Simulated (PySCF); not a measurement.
## Radial density of Ni (nickel, neutral)

B3LYP, [Ar] 3d8 4s2, high-spin 3F determinant. All numbers are calculated (PySCF 2.14, no relativity, point nucleus, in pcseg-2).

```tsv
r (bohr)	4πr²ρ (e/bohr)	4πr²(ρα − ρβ)
0.00106	0.1988	0.0000
0.00178	0.5404	0.0000
0.00300	1.428	0.0001
0.00504	3.604	0.0002
0.00848	8.409	0.0004
0.0143	17.23	0.0008
0.0240	28.48	0.0012
0.0404	33.67	0.0018
0.0679	27.94	0.0062
0.114	30.68	0.0417
0.192	37.51	0.2528
0.323	19.20	1.0253
0.543	19.47	2.0378
0.914	14.10	1.5968
1.54	3.443	0.5128
2.59	1.096	0.0598
4.35	0.2391	-0.0084
7.32	0.008674	-0.0007
```

(1) Where is the radial spin density 4πr²(ρα − ρβ) most negative, and why is it negative at all?

Results:

(1) Around r = 4.35 bohr, down to -0.0084 e/bohr: exchange with the open shell polarises the paired shells in an unrestricted calculation.
